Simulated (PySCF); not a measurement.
## Nb³¹⁺ (niobium, charge +31) across methods

[Ne], closed-shell 1S. Computed with PySCF 2.14 in an uncontracted even-tempered set (19 s from 11 bohr⁻², ratio 2.2; 12 p from 14 bohr⁻², ratio 2.2; 6 d from 61 bohr⁻², ratio 2.4; 5 f from 92 bohr⁻², ratio 2.4; 4 g from 140 bohr⁻², ratio 2.4), with the spin-free X2C one-electron Hamiltonian (Gaussian nucleus).

| method | E (hartree) | mean ε 1s (eV) | mean ε 2s (eV) | mean ε 2p (eV) | Σ⟨r²⟩ (bohr²) | ⟨S²⟩ |
| --- | --- | --- | --- | --- | --- | --- |
| M06-L | -3077.66 | -20525.2 | -4247.6 | -3979.3 | 0.1906 | 0.000 |
| r2SCAN | -3077.54 | -20529.5 | -4244.4 | -3978.0 | 0.1908 | 0.000 |
| r2SCAN0 | -3077.52 | -20594.8 | -4267.1 | -3997.1 | 0.1908 | 0.000 |
| UHF | -3077.02017 | -20790.1 | -4334.3 | -4053.1 | 0.1907 | 0.000 |
| PBE | -3076.96 | -20489.4 | -4228.8 | -3967.9 | 0.1911 | 0.000 |
| PBE0 | -3077.08 | -20564.7 | -4255.6 | -3989.6 | 0.1910 | 0.000 |

Q: Estimate the same row for LDA.

A: E (hartree) = -3072.68; mean ε 1s (eV) = -20460.6; mean ε 2s (eV) = -4223.6; mean ε 2p (eV) = -3965.6; Σ⟨r²⟩ (bohr²) = 0.1913; ⟨S²⟩ = 0.000.
